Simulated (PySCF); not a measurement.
## Oxygen: a sound run and one with changed settings

Sound run: O⁺ [He] 2s2 2p3, O²⁺ [He] 2s2 2p2. Computed with PySCF 2.14 in aug-cc-pVDZ-DK (4s3p2d, 23 functions), with the spin-free X2C one-electron Hamiltonian (Gaussian nucleus). In the sound run the correlated levels freeze 1s2. The sound run starts from symmetry-adapted Hartree-Fock orbitals and uses a fine grid where one is needed.

Changed run: all electrons correlated in a basis built for the valence shell.

```tsv
species	method	sound run (hartree)	changed run (hartree)	converged
O⁺	MP2	-74.47813	-74.47983	yes
O⁺	CCSD(T)	-74.49488	-74.49645	yes
O²⁺	MP2	-73.19255	-73.19420	yes
O²⁺	CCSD(T)	-73.21586	-73.21732	yes
```

Ionisation energy of O⁺:

```tsv
method	sound run (eV)	changed run (eV)
UHF	34.549	34.549
MP2	34.982	34.984
SCS-MP2	34.784	34.783
CCSD	34.800	34.804
CCSD(T)	34.804	34.807
```

A valence basis has no tight correlating functions, so it recovers only part of the core correlation, and not evenly between atom and ion.

For comparison, NIST gives 35.121 eV between the lowest levels.
